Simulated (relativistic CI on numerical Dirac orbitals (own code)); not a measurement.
Method of calculation: Dirac-Coulomb-Breit CI, orbitals from a KLI potential per configuration, model QED (radiative potential, 1s self-energy scaled to tabulated hydrogen-like ionisation energies), unscaled Slater integrals (own radial code, finite nucleus).

The strongest absorption lines from the ground level of an ion, among the configurations computed and to levels below about 285 eV (vacuum wavelength in nm, gf): 9.3728 (3.3), 9.5532 (1.5), 9.6006 (1.8), 9.6303 (4), 9.7608 (2.7), 10.089 (0.66), 11.813 (0.83), 12.356 (0.48).

Problem. Which ion is it?
A. La XXII
B. Cs XXII
C. La XXVI
D. La XXIV

Solution. D. La XXIV has 34 electrons and the ground level 4s2 4p4 3P_2; the strongest line goes to 4s2 4p3 4d 3D°_3. The pattern of lines fixes the number of electrons, and along that sequence the line energies rise steadily with the charge (about as its square where n changes within one kind of shell, about linearly where n is kept but much faster in heavy ions where fine structure, which grows about as Z⁴, sets the gap, and irregularly where shells cross), which fixes Z. Configurations outside the model, such as inner-shell arrays, can give stronger lines. At this charge energies of transitions that change n are usually good to better than 1 %, and those within a shell (Δn = 0) to a few per cent.

LS names give the leading component of a level, which can be under half, so a name can repeat, a term be missing and a line seem to break the LS rules.
